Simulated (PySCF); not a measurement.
`[SiH3]S[SiH2]P`: 4 charge schemes on one density

Species: H₇PSSi₂.
Numbering: `[SiH3:1][S:2][SiH2:3][PH2:4]` (hydrogens: H5, H6, H7 on Si1; H8, H9 on Si3; H10, H11 on P4)

Cartesian coordinates in Å at the GFN2-xTB level; atoms count from 1:
```
atom  x, y, z in Å
Si1    1.785    0.668   -0.832
S2     1.084   -0.695    0.678
Si3   -0.900   -1.271    0.062
P4    -2.274    0.390   -0.561
H5     3.199    0.783   -0.532
H6     1.064    1.927   -0.674
H7     1.512    0.087   -2.142
H8    -0.761   -2.185   -1.070
H9    -1.431   -1.914    1.254
H10   -1.414    0.930   -1.504
H11   -1.859    1.284    0.412
```

Density: PBE0/pcSseg-1 (PySCF); schemes: Mulliken, IAO, Hirshfeld and ESP-fitted. The structure is a single GFN2-xTB conformer in the gas phase; no vibrational or solvent corrections.

Problem. Tabulate the Mulliken, IAO, Hirshfeld and ESP-fitted charges.

Solution. In e; atoms taken as equivalent share a row and are averaged (×n: the atom named and its like, n in all):

| atom | environment | Mulliken | IAO | Hirshfeld | ESP-fitted |
| --- | --- | --- | --- | --- | --- |
| Si1 | SiH3 silicon | +0.432 | +0.547 | +0.298 | +0.386 |
| S2 | sulfur bonded to 2 Si | -0.525 | -0.435 | -0.190 | -0.426 |
| Si3 | SiH2 silicon | +0.397 | +0.506 | +0.263 | +0.446 |
| P4 | three-coordinate phosphorus | -0.219 | -0.091 | -0.012 | -0.377 |
| H5/H6/H7 | Si–H hydrogen | -0.056 | -0.110 | -0.069 | -0.067 |
| H8/H9 | Si–H hydrogen | -0.028 | -0.100 | -0.070 | -0.056 |
| H10/H11 | P–H hydrogen | +0.070 | +0.001 | -0.005 | +0.141 |

Mean size of the charges over all atoms: ESP-fitted 0.203 e, IAO 0.192 e, Mulliken 0.176 e, Hirshfeld 0.102 e. Each set sums to the total charge, 0, to within 0.001 e. The Mulliken scheme gives each basis function's population to the atom it is centred on and halves the overlap population of two atoms between them.

Some averages cover members that differ in this geometry: H5/H6/H7, ESP-fitted -0.097 to -0.023; H8/H9, ESP-fitted -0.074 to -0.037; H5/H6/H7, IAO -0.119 to -0.093 e.

Lowest charge. All schemes agree: Mulliken S2 (-0.525); IAO S2 (-0.435); Hirshfeld S2 (-0.190); ESP-fitted S2 (-0.426).

Highest charge. The schemes don't all agree: Mulliken Si1 (+0.432); IAO Si1 (+0.547); Hirshfeld Si1 (+0.298); ESP-fitted Si3 (+0.446).

Problem. Sum the charges by element, for elements with more than one atom.

Solution. 
```csv
element,atoms,Mulliken,IAO,Hirshfeld,ESP-fitted
Si,2,+0.828,+1.053,+0.560,+0.832
H,7,-0.084,-0.528,-0.358,-0.029
```

Problem. How many electrons does the ESP-fitted scheme count on Si1?

Solution. Z − q = 14 − (+0.386) = 13.614.

Problem. How closely do the schemes follow one another over all atoms?

Solution. Correlation coefficient and root-mean-square difference: IAO with Hirshfeld 0.99, 0.133 e; Mulliken with ESP-fitted 0.96, 0.070 e; Mulliken with IAO 0.95, 0.085 e; Mulliken with Hirshfeld 0.90, 0.137 e; IAO with ESP-fitted 0.90, 0.121 e; Hirshfeld with ESP-fitted 0.85, 0.158 e.
